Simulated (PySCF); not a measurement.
aziridine (C2H5N), singlet, geometry from GFN2-xTB. Base run: CCSD/6-31G* (PySCF).

The PySCF input:
```python
from pyscf import gto, scf, cc

mol = gto.Mole()
mol.atom = '''
    C    -0.04252334   -0.38733500    0.73947652
    N    -0.01011255    0.85146718   -0.00126732
    C    -0.05037456   -0.38962699   -0.73777732
    H     0.89670534    1.30833644   -0.00679566
    H    -0.96703575   -0.57186181    1.26898429
    H    -0.98045991   -0.57578070   -1.25685328
    H     0.84619301   -0.72763722    1.25923727
    H     0.83277259   -0.73155502   -1.26589656
'''
mol.basis = '6-31g*'
mol.verbose = 4
mol.build()

mf = scf.RHF(mol)
mf.kernel()

mycc = cc.CCSD(mf)
mycc.kernel()
print('E(CCSD) = %.10f' % mycc.e_tot)
mf.analyze()
```

The base run was repeated with changes; each row names its change, and settings that it needs were set with it.

| change | ΔE vs base (kcal/mol) | MP2 correlation (Eh) | CC correlation without the perturbative part (Eh) | basis functions |
|---|---|---|---|---|
| base | 0.000 | -0.42364 | -0.45356 | 52 |
| cc.conv_tol = 1e-5 | 0.000 | -0.42364 | -0.45356 | 52 |
| cc.diis_space = 3 | 0.000 | -0.42364 | -0.45356 | 52 |
| method = mp2 | 18.77 | -0.42364 | - | 52 |
| cc.diis_space = 10 | 0.000 | -0.42364 | -0.45356 | 52 |
| cc.conv_tol = 1e-9 | 0.000 | -0.42364 | -0.45356 | 52 |
| cc.iterative_damping = 0.8 | 0.000 | -0.42364 | -0.45356 | 52 |
| frozen = 4 | [?] | [?] | [?] | 52 |
| frozen = 2 | [?] | [?] | [?] | 52 |
| method = cisd | [?] | - | - | 52 |

Question: Fill in the missing entries.

Answer: 
- frozen = 4, ΔE vs base (kcal/mol): 44.36
- frozen = 4, MP2 correlation (Eh): -0.35682
- frozen = 4, CC correlation without the perturbative part (Eh): -0.38287
- frozen = 2, ΔE vs base (kcal/mol): 2.74
- frozen = 2, MP2 correlation (Eh): -0.41891
- frozen = 2, CC correlation without the perturbative part (Eh): -0.44919
- method = cisd, ΔE vs base (kcal/mol): 30.22
